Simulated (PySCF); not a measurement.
**Radial density of Se+ (selenium, charge +1)**

UHF, [Ar] 3d10 4s2 4p3, high-spin 4S determinant. Calculation: PySCF 2.14, in Sapporo-DKH3-DZP-2012 (6s5p3d1f, 43 functions); the spin-free X2C one-electron Hamiltonian (Gaussian nucleus).

```csv
r (bohr),4πr²ρ (e/bohr),4πr²(ρα − ρβ)
0.000843,0.4106,0.0000
0.00142,1.005,0.0000
0.00238,2.413,-0.0001
0.00401,5.526,-0.0001
0.00674,11.92,-0.0002
0.0113,22.94,0.0002
0.0191,36.24,0.0028
0.0321,42.01,0.0161
0.0540,35.31,0.0586
0.0908,39.73,0.1174
0.153,48.79,0.0491
0.257,28.08,0.0120
0.432,32.53,0.2736
0.727,19.69,-0.0192
1.22,4.689,1.0113
2.06,2.626,1.6054
3.46,0.3976,0.3161
5.82,0.004897,0.0044
```

Densities and radii are taken from the X2C orbitals without a picture-change correction, which distorts them close to the nucleus.

Question: Where is the radial spin density 4πr²(ρα − ρβ) most negative, and why is it negative at all?

Answer: Around r = 0.727 bohr, down to -0.0192 e/bohr: exchange with the open shell polarises the paired shells in an unrestricted calculation.
